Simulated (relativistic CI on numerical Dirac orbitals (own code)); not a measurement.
# Lu3+: N6,7 absorption edge

Computed with this model: Dirac-Coulomb-Breit CI, separate exchange-only KLI orbitals for each configuration, model QED (radiative potential, 1s self-energy scaled to tabulated hydrogen-like ionisation energies), valence Slater integrals scaled by 0.8, multiplet model of core-to-valence dipole absorption; configurations [Xe] 4f14 → [Xe] 4f13 5d; 10 K; Lorentzian 0.3 eV and Gaussian 0.3 eV FWHM. Energies are those of the free ion, without screening or charge transfer. The branching ratio is the share of the lower-energy edge in the whole absorption, uncertain by about 0.02 where the edges overlap. S is read from ⟨S²⟩ = S(S + 1).

Field parameters in Wybourne normalisation: D3d B²₀ = −7Dσ, B⁴₀ = −14Dq − 21Dτ, B⁴₃ = −14√(10/7) Dq; Td as Oh with Dq negative (B⁴₀ = 21Dq, B⁴₄ = √(5/14) B⁴₀). The field is a parameter set, without covalency.

free ion: ground-state S = 0.00, centroid 11.63 eV. Peaks (eV, height): 11.8 (100).

Td, 10Dq = -15200 cm⁻¹: ground-state S = 0.00, centroid 11.63 eV. Peaks (eV, height): 8.0 (6), 10.2 (17), 12.2 (100).

Td, 10Dq = -13600 cm⁻¹: ground-state S = 0.00, centroid 11.63 eV. Peaks (eV, height): 10.2 (15), 12.1 (100).

D3d, 10Dq = 15900, Dσ = -650, Dτ = 10 cm⁻¹: ground-state S = 0.00, centroid 11.63 eV. Peaks (eV, height): 8.3 (7), 9.8 (11), 11.0 (43), 12.4 (100).

Td, 10Dq = -11050 cm⁻¹: ground-state S = 0.00, centroid 11.63 eV. Peaks (eV, height): 10.5 (14), 12.0 (100).

D3d, 10Dq = 44050, Dσ = 1110, Dτ = 20 cm⁻¹: ground-state S = 0.00, centroid 11.63 eV. Peaks (eV, height): 6.9 (11), 8.9 (67), 12.7 (39), 14.4 (100).

Strongest unbroadened transitions for Td, 10Dq = -15200 cm⁻¹:

| Energy (eV) | Relative strength |
| --- | --- |
| 7.99 | 5.2 |
| 8.12 | 0.8 |
| 8.19 | 0.2 |
| 8.44 | 0.1 |
| 9.18 | 0.8 |
| 9.50 | 1.0 |
| 9.77 | 0.0 |
| 9.89 | 0.1 |
| 10.18 | 10.2 |
| 10.22 | 3.7 |
| 10.39 | 0.8 |
| 10.62 | 8.4 |
| 11.23 | 1.4 |
| 11.54 | 0.0 |
| 11.81 | 0.3 |
| 11.88 | 7.7 |
| 12.18 | 100.0 |
